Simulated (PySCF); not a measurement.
## Frontier orbitals and the lowest excitations

Compound: C4H10O3SSi.
Numbering: `[O:1]=[S:2](=[O:3])([OH:4])[C@H:5]1[CH2:6][CH2:7][SiH2:8][CH2:9]1` (hydrogens: H10 on O4; H11 on C5; H12, H13 on C6; H14, H15 on C7; H16, H17 on Si8; H18, H19 on C9)

Method used: TDDFT CAM-B3LYP/def2-SVPD, vertical, gas phase, core orbitals frozen in the response in PySCF. Geometry: PBE0-D3(BJ)/def2-SVP, one conformer, isolated molecule.

Kohn–Sham orbitals with the atoms that hold most of them (Löwdin shares over 4%, at most four atoms; ? is withheld):

```json
{"orbital": "LUMO+2", "ε (eV)": "1.29", "atoms": "Si8 24%, S2 10%, C7 9%, H17 9%"}
{"orbital": "LUMO+1", "ε (eV)": "1.01", "atoms": "S2 17%, H12 12%, H11 8%, H18 8%"}
{"orbital": "LUMO", "ε (eV)": "0.53", "atoms": "S2 27%, O4 18%, H10 13%, O3 7%"}
{"orbital": "HOMO", "ε (eV)": "-10.00", "atoms": "?"}
{"orbital": "HOMO-1", "ε (eV)": "-10.36", "atoms": "?"}
{"orbital": "HOMO-2", "ε (eV)": "-10.55", "atoms": "O3 27%, O1 18%, Si8 16%, H16 13%"}
{"orbital": "HOMO-3", "ε (eV)": "-10.57", "atoms": "Si8 20%, C9 18%, H17 11%, O3 9%"}
```

Problem. Give the leading atoms of the HOMO.

Solution. C7 (bonded to C, Si and 2 H) 33%; Si8 (bonded to 2 C and 2 H) 22%; C9 (bonded to C, Si and 2 H) 13%; C6 (bonded to 2 C and 2 H) 7%. By element: carbon 53% or more, silicon 22%.

Problem. Which atoms hold the HOMO-1, and with what shares?

Solution. O1 (bonded to S) 23%; O3 (bonded to S) 19%; C9 (bonded to C, Si and 2 H) 11%; C5 (bonded to 2 C, S and H) 11%. By element: oxygen 42% or more, carbon 21% or more.

Problem. The HOMO–LUMO gap is 10.53 eV. Where does the response calculation put the lowest singlet, and from which orbitals?

Solution. S1 is at 7.92 eV (f = 0.036), 2.62 eV below the gap, made of HOMO→LUMO (40%), HOMO→LUMO+1 (20%), HOMO-1→LUMO (14%). Without the coupling terms of the response equations the lowest excitation would equal the gap.

Next come S2 at 7.97 eV (f 0.0080), HOMO-1→LUMO (37%), HOMO→LUMO+1 (19%), HOMO-2→LUMO (13%); S3 at 8.18 eV (f 0.046), HOMO-2→LUMO (40%), HOMO-1→LUMO (16%), HOMO-4→LUMO (11%); S4 at 8.23 eV (f 0.045), HOMO→LUMO+2 (68%); S5 at 8.26 eV (f 0.0040), HOMO→LUMO+1 (27%), HOMO→LUMO (15%), HOMO-1→LUMO (10%).
